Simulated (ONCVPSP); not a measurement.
# Varying the ONCV potential for lanthanum (La)

Base potential:

```json
{"Element": "lanthanum", "Generator": "ONCVPSP 4.0.1", "Type": "optimised norm-conserving Vanderbilt (ONCV)", "Functional": "LDA (Perdew-Wang 92)", "Relativity": "scalar-relativistic", "Frozen core": "[Kr] 4d10", "Valence charge": "11", "Reference configuration": "5s2 5p6 5d1 6s2", "Partial waves": "5s+6s: rc 2.05 bohr, ncon 3, nbas 8, qcut 5.8 1/bohr, 2 projectors; 5p: rc 2.35 bohr, ncon 4, nbas 8, qcut 4.9 1/bohr, 3 projectors, debl 1.6 Ha; 5d: rc 2.45 bohr, ncon 4, nbas 7, qcut 4.7 1/bohr, 2 projectors, debl 3.9 Ha; f scattering state at 0.1 Ha: rc 2.50 bohr, ncon 4, nbas 9, qcut 3.9 1/bohr, 2 projectors, debl 2.1 Ha", "Local potential": "polynomial inside 1.50 bohr (lpopt 4, dvloc0 0 Ha)", "Core correction": "Teter function, fcfact 5.25, rcfact 1.35"}
```

In the f channel the program set the typed energies aside and used -0.169, 1.931 Ha.

Cutoffs, loose and tight: the cutoffs (Ha) at which the residual kinetic energy of the hardest occupied pseudo-wave falls to 1 and 0.1 mHa per electron. They do not see the model core or the augmentation charge, which bear on the density cutoff. Test errors are all-electron minus pseudo excitation energies from the reference, over the configurations 5s2 5p6 5d1 6s1; 5s2 5p6 5d1 6s0; 5s2 5p6 5d0 6s0; 5s2 5p6 5d1.5 6s1.5. A dash means not determined; rows that change the core or the reference have their own tests.

For the base: The cutoffs count occupied waves only; projector 2 of the f channel, the hardest unoccupied one, needs 70 Ha at the loose tolerance.

```csv
change,outcome,"cutoff, loose","cutoff, tight",bound ghosts,GHOST(+) flags above zero,largest test error (meV)
base,"generated, projector energies reset by the program",12 Ha,14 Ha,none,s,-3.4
p: rc 2.34,"generated, projector energies reset by the program",12 Ha,14 Ha,none,s,-3.4
d: nproj 3,"generated, projector energies reset by the program",12 Ha,14 Ha,none,s,-3.5
core correction none,"generated, projector energies reset by the program",12 Ha,14 Ha,none,s,+2.9
"reference 5s2 5p6 5d1 6s1 6p1; wave 5p: rc 2.35 bohr, ncon 4, nbas 8, qcut 4.9 1/bohr, 3 projectors, debl 1.6 Ha becomes 5p+6p: rc 2.35 bohr, ncon 4, nbas 8, qcut 4.9 1/bohr, 3 projectors, debl 1.6 Ha","generated, projector energies reset by the program",12 Ha,14 Ha,none,s,-3.1
"core correction Teter function, fcfact 5.25, rcfact 1","generated, projector energies reset by the program",12 Ha,14 Ha,none,s,-2.8
s: nbas 7,"generated, projector energies reset by the program",12 Ha,14 Ha,none,s,-3.4
```

(1) What comes out with this change to the base: s: qcut 4?

## Answers

(1) outcome: generated, projector energies reset by the program; cutoff, loose: 8.1 Ha; cutoff, tight: 43 Ha; bound ghosts: none; GHOST(+) flags above zero: s; largest test error (meV): -6.9.
